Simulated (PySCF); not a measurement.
S (sulfur, neutral) across methods

[Ne] 3s1 3p4 3d1, one real determinant (an excited configuration). Computed with PySCF 2.14 in aug-cc-pV(Q+d)Z with one added diffuse shell each of s, p, d, f, g type (8s7p6d4f3g, 114 functions), with the non-relativistic Hamiltonian (point nucleus). The B2PLYP total includes its PT2 part (frozen core); its orbital energies are those of the SCF part.

| method | E (hartree) | mean ε 3p α (eV) | mean ε 3p β (eV) | mean ε 3d α (eV) | Σ⟨r²⟩ (bohr²) | ⟨S²⟩ |
| --- | --- | --- | --- | --- | --- | --- |
| PBE0 | -397.3172 | -14.079 | -10.711 | -1.125 | 55.00 | 6.004 |
| PBE | -397.2910 | -12.467 | -9.759 | -0.756 | 55.68 | 6.003 |
| M06 | -397.4271 | -14.061 | -11.020 | -1.021 | 60.04 | 6.004 |
| r2SCAN | -397.4418 | -13.022 | -9.726 | -0.678 | 54.50 | 6.008 |
| LDA | -396.0696 | -12.435 | -9.669 | -0.692 | 54.85 | 6.003 |
| UHF | -396.86289 | -18.556 | -12.382 | -2.032 | 56.76 | 6.014 |
| B2PLYP | -397.3294 | -15.665 | -11.607 | -1.386 | 56.92 | 6.007 |
| wB97M-V | -397.4143 | -15.964 | -12.818 | -2.089 | 52.84 | 6.003 |

⟨L²⟩ = 8.02 against 12 for a pure F term, so this real determinant mixes terms. The outer electron is Rydberg-like, and this basis confines it to a smaller radius and binds it less than a complete one would.
